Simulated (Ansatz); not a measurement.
`OB([SiH3])Cl` + `OBS` → `OBS[SiH3]` + `OBCl`  (cleavage of the Si–B bond)

Program: Ansatz. Geometries: PBE0-D4/def2-TZVP. ΔE: electronic, gas phase. CCSD(T)/CBS is the MP2 limit (def2-TZVPP, def2-QZVPP) plus CCSD(T) − MP2 in def2-TZVPP, frozen cores. This one scheme is used for every species. One conformer a species, not always the lowest.

```json
{"species": "`OB([SiH3])Cl`", "SCS-MP2/def2-TZVPP energy (Eh)": "-851.11502"}
{"species": "`OBS`", "SCS-MP2/def2-TZVPP energy (Eh)": "-499.47687"}
{"species": "`OBS[SiH3]`", "SCS-MP2/def2-TZVPP energy (Eh)": "-789.73370"}
{"species": "`OBCl`", "SCS-MP2/def2-TZVPP energy (Eh)": "-560.88614"}
```

(1) Work out ΔE.

Largest T1 diagnostic among the species: 0.014.

Answers

(1) ΔE = (-789.73370) + (-560.88614) − (-851.11502) − (-499.47687) = -0.02795 Eh = -73.4 kJ/mol. CCSD(T)/CBS gives -70.4 kJ/mol.

From BLYP to BHLYP (50 % exact exchange), in def2-TZVPP and without D4, ΔE moves by −7.4 kJ/mol. Leaving LDA and LC-ωPBE aside and taking each functional with its dispersion term where it has one, the values, not all of them listed here, spread over 8.1 kJ/mol, from BHLYP-D4 to PBE-D4. At CCSD(T), def2-SVP lies +12.2 kJ/mol from the extrapolated value and def2-TZVPP +2.7 kJ/mol.
